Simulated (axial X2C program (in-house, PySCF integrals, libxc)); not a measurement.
## NiSe: the levels of the configuration d8 s0

Calculated with an in-house all-electron X2C program for linear molecules (integrals from PySCF): two-component X2C with atomic mean-field Coulomb and Gaunt terms, basis Ni dyall-v3z, Se dyall-v3z (cores contracted in-house). Orbitals come from Hartree–Fock averaged over the configuration Ni d8 s0; CI then distributes these electrons over the d, s shells of Ni.

R = 2.232 Å (near the minimum of the configuration average).

Active spinors (ω > 0):

```json
{"shell": "d", "ω": "3/2", "ε (eV)": "-15.43", "character": "100% Ni d"}
{"shell": "d", "ω": "5/2", "ε (eV)": "-15.22", "character": "100% Ni d"}
{"shell": "d", "ω": "1/2", "ε (eV)": "-15.02", "character": "96% Ni d"}
{"shell": "d", "ω": "3/2", "ε (eV)": "-14.82", "character": "96% Ni d"}
{"shell": "d", "ω": "1/2", "ε (eV)": "-14.77", "character": "95% Ni d"}
{"shell": "s", "ω": "1/2", "ε (eV)": "2.70", "character": "74% Ni s, 18% Ni p, 3% Ni d"}
```

Lowest levels of this model:

```tsv
Ω	energy (cm⁻¹)	g∥	μ (D)	configuration
0	0	0.00	-7.16	100% d8
1	123	3.06	-7.18	100% d8
4	197	10.00	-7.25	100% d8
2	535	5.37	-7.27	100% d8
3	673	6.80	-7.30	100% d8
1	1576	2.49	-7.22	100% d8
0	1588	0.00	-7.24	100% d8
2	1764	3.18	-7.28	100% d8
3	1930	7.21	-7.36	100% d8
0	2308	0.00	-7.21	100% d8
2	2806	3.45	-7.35	100% d8
1	2981	0.45	-7.37	100% d8
1	16532	2.04	-7.25	100% d8
2	16541	4.19	-7.22	100% d8
0	17051	0.00	-7.34	100% d8
0	20083	0.00	-7.23	100% d8
0	20115	0.00	-7.26	100% d8
0	21116	0.00	-7.37	100% d8
0	25073	0.00	-7.22	100% d8
3	25680	6.00	-7.26	100% d8
```

g∥ is the magnitude of 2⟨Lz + ge Sz⟩ for the +Ω component. μ is positive if the Se end is positive.

This point took 1.2 s on 1 thread of Arm Neoverse V1, with other jobs on the host.

There is no dynamic correlation: spin–orbit spacings and, for f shells, spacings inside one term are the most reliable numbers, splittings between terms come out too wide, and energies between configurations are not reliable, so the lowest level need not be the ground state of the molecule. For d shells the ligand-field splittings (σ, π, δ) and their order can be off by a thousand cm⁻¹ or more. At most 4 roots were kept for each Ω > 0 (twice that for Ω = 0) within 3.2 eV of the lowest, so higher up levels can be missing between those listed; levels with Ω > 0 are doubly degenerate and listed once, Ω = 0 levels singly. States that fill the shells left empty in the average are placed too high.
